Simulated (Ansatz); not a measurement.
`C#[C][GeH3]` + `[GeH3][TeH]` → `[GeH3][Te][GeH3]` + `C#C` at 500 K and 1 bar (ligand exchange at a Ge–C bond).

Program: Ansatz. Geometries: PBE0-D4/def2-TZVP. ΔE: electronic, gas phase. CCSD(T)/CBS is the MP2 limit (def2-TZVPP, def2-QZVPP) plus CCSD(T) − MP2 in def2-TZVPP, frozen cores. This one scheme is used for every species. def2 core potentials past Kr. For Ge, Te outer-core shells are correlated without core-valence functions, which leaves a few kJ/mol of doubt a bond. Scalar relativity is left out up to krypton.

| species | CCSD(T)/CBS energy (Eh) | H − E (kJ/mol) | S (J/(mol·K)) |
| --- | --- | --- | --- |
| `C#[C][GeH3]` | -2154.54588 | 143.0 | 326.0 |
| `[GeH3][TeH]` | -2346.24724 | 110.0 | 352.4 |
| `[GeH3][Te][GeH3]` | -4423.58669 | 171.3 | 448.7 |
| `C#C` | -77.22717 | 90.7 | 225.3 |

H − E and S are ideal-gas, rigid-rotor, harmonic terms from PBE0-D4/def2-TZVP. 1 Eh = 2625.50 kJ/mol, R = 8.31446 J/(mol·K).

Q: By hand: ΔE, ΔH, ΔS and ΔG.

A: ΔE = (-4423.58669) + (-77.22717) − (-2154.54588) − (-2346.24724) = -0.02074 Eh = -54.5 kJ/mol. Δ(H − E) = 171.3 + 90.7 − 143.0 − 110.0 = 9.0, so ΔH = -45.5 kJ/mol. ΔS = 448.7 + 225.3 − 326.0 − 352.4 = -4.4 J/(mol·K). ΔG = -45.5 − 500 × (-4.4)/1000 = -43.3 kJ/mol.

Q: By hand: the equilibrium constant, and the temperature at which ΔG would vanish if ΔH and ΔS stayed fixed.

A: log₁₀ K = −ΔG/(RT ln 10) = 4.5. ΔG = 0 at ΔH/ΔS = 10341 K, far beyond where these terms or the molecules hold.

The number of gas molecules stays the same, so ΔS is small and ΔH decides. A doubt of 5 kJ/mol in ΔE shifts log₁₀ K by 0.5 here. Modes under 60 cm⁻¹, often nearly free rotors, make the harmonic entropy too high. These are equilibria of isolated gas molecules and say nothing of rates. Largest T1 diagnostic: 0.013 (customary marks: 0.02 for closed shells, 0.045 for open ones).
